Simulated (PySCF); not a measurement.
C5H7O, SMILES C1[CH]CCC1=O, multiplicity 2. Geometry optimised at ωB97X-D3(BJ)/def2-SVP. The isomer is the one that the SMILES or the coordinates give; other isomers of the formula were not compared. One conformer was computed; it need not be the lowest.

**Question.** Give the equilibrium geometry at ωB97X-D3(BJ)/def2-SVP (PySCF confirms it by a frequency run) as bond lengths and angles. (The exact figures need the calculation; the answer reports its results.)

**Answer.** This is not unique; one that fits is 
Atoms: O1 C2 C3 C4 C5 C6 H7 H8 H9 H10 H11 H12 H13. Bond lengths (Å): O1–C2 1.204, C2–C3 1.532, C2–C6 1.529, C3–C4 1.491, C3–H7 1.108, C3–H8 1.108, C4–C5 1.503, C4–H9 1.092, C5–C6 1.537, C5–H10 1.109, C5–H11 1.104, C6–H12 1.104, C6–H13 1.100. Bond angles (°): O1–C2–C3 125.4, O1–C2–C6 125.5, C3–C2–C6 109.1, C2–C3–C4 104.5, C2–C3–H7 109.2, C2–C3–H8 109.1, C4–C3–H7 114.6, C4–C3–H8 114.2, H7–C3–H8 105.3, C3–C4–C5 112.4, C3–C4–H9 124.0, C5–C4–H9 123.3, C4–C5–C6 104.9, C4–C5–H10 110.7, C4–C5–H11 112.3, C6–C5–H10 110.7, C6–C5–H11 112.9, H10–C5–H11 105.5, C2–C6–C5 106.1, C2–C6–H12 106.6, C2–C6–H13 110.1, C5–C6–H12 111.5, C5–C6–H13 115.2, H12–C6–H13 106.9.
Charge 0, spin multiplicity 2.
